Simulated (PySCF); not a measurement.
Isomers of C4H8Se. Method: PBE0-D3(BJ)/def2-SVP geometry optimisation, gas phase in PySCF. One conformer each; no zero-point energy, no entropy. No frequencies were run at this level. Point groups hold within 0.08 Å.

Question: Order them by energy at this level, lowest first, and give relative energies in kJ/mol.
A. `[CH3:1]/[CH:2]=[CH:3]/[Se:4][CH3:5]` with C2–C3–Se4–C5 0°
B. `[CH2:1]=[CH:2][CH2:3][Se:4][CH3:5]` with C1–C2–C3–Se4 -111°, C2–C3–Se4–C5 65°
C. `[CH3:1]/[CH:2]=[CH:3]\[Se:4][CH3:5]` with C2–C3–Se4–C5 180°

Answer: A (0.0), C (2.2), B (7.8).

Neighbours under 10 kJ/mol apart (C/C=C/[Se]C and C/C=C\[Se]C; C/C=C\[Se]C and C=CC[Se]C) can change places with a better method, another conformer or zero-point energy. C/C=C/[Se]C and C/C=C\[Se]C are stereoisomers, 2.2 kJ/mol apart in the conformers taken.

| SMILES | E (Eh) | E rel (kJ/mol) | dipole (D) | point group | A, B, C (MHz) |
| --- | --- | --- | --- | --- | --- |
| C/C=C/[Se]C | -2557.89193 | 0.0 | 1.33 | Cs | 7652, 1550, 1310 |
| C/C=C\[Se]C | -2557.89108 | 2.2 | 1.02 | Cs | 8674, 1767, 1496 |
| C=CC[Se]C | -2557.88897 | 7.8 | 1.19 | C1 | 6027, 1904, 1571 |
